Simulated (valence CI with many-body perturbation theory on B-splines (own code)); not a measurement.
**La XLV: key properties**

Level of theory: configuration interaction combined with many-body perturbation theory (CI+MBPT): three valence electrons over a frozen Dirac-Fock core [Ne], radial functions for each j: 11 s, 11 p, 9 d, 7 f, 5 g, 2 h, 1 i, with the one-electron correlation potential Σ1 (screened to all orders), the two-electron term Σ2, the three-electron term Σ3, Breit, model QED; selected single and double excitations, second order for the rest (own B-spline code, finite nucleus).

No measured spectrum was set against this ion. As an estimate, large intervals hold to a few tenths of a per cent, small ones and those within an open d or f shell to about a per cent.

Levels are named by their leading jj configuration (3d3/2^4 stands for four electrons in 3d with j = 3/2), which in mixed levels can hold well under half, so a name can repeat and another be missing.

Rates and lifetimes use the calculated energies. Strong lines usually hold to 10 to 20 %, long lifetimes can be off by a factor of two.

Problem. What is the ground level?

Solution. (3s^2 3p1/2) J=1/2, composition 99 % 3s2 3p 2P°, g = 0.656.

Problem. What are the static dipole polarisabilities of the lowest levels?

Solution. (3s^2 3p1/2) J=1/2 0.00989 bohr³, of which the core gives 0.000147.

Problem. Where does the other parity begin?

Solution. At (3s 3p1/2^2) J=1/2, 891.13 × 10³ cm⁻¹.

Problem. Among levels below 5474.5 × 10³ cm⁻¹, which E1 lines absorb most strongly from the ground level?

Solution. to (3s^2 3d3/2) J=3/2 at 4.545 nm, f = 0.362; to (3s 3p1/2 3p3/2) J=1/2 at 5.296 nm, f = 0.183; to (3s 3p1/2 3p3/2) J=3/2 at 5.486 nm, f = 0.112.

Problem. What is the ionisation energy?

Solution. 3517 eV; NIST lists 3515 ± 4 eV (theoretical).

Problem. Name the longest-lived excited levels whose lifetime is computed, and their main decay.

Solution. (3s 3p3/2 3d5/2) J=9/2 at 3856.0 × 10³ cm⁻¹ lives 210 ns, mostly by M1 to (3s 3p1/2 3d5/2) J=7/2; (3s^2 3p3/2) J=3/2 at 857.58 × 10³ cm⁻¹ lives 177 ns, mostly by M1 to (3s^2 3p1/2) J=1/2.

Problem. How well does LS coupling describe the low levels?

Solution. Among the lowest 20 levels the leading LS term, summed over configurations, holds 67 % on average. For single configurations the figures are 64 % in LS and 91 % in jj coupling. Terms mix most in the J = 5/2 level at 3111.2 × 10³ cm⁻¹, where the leading one holds 37 %.
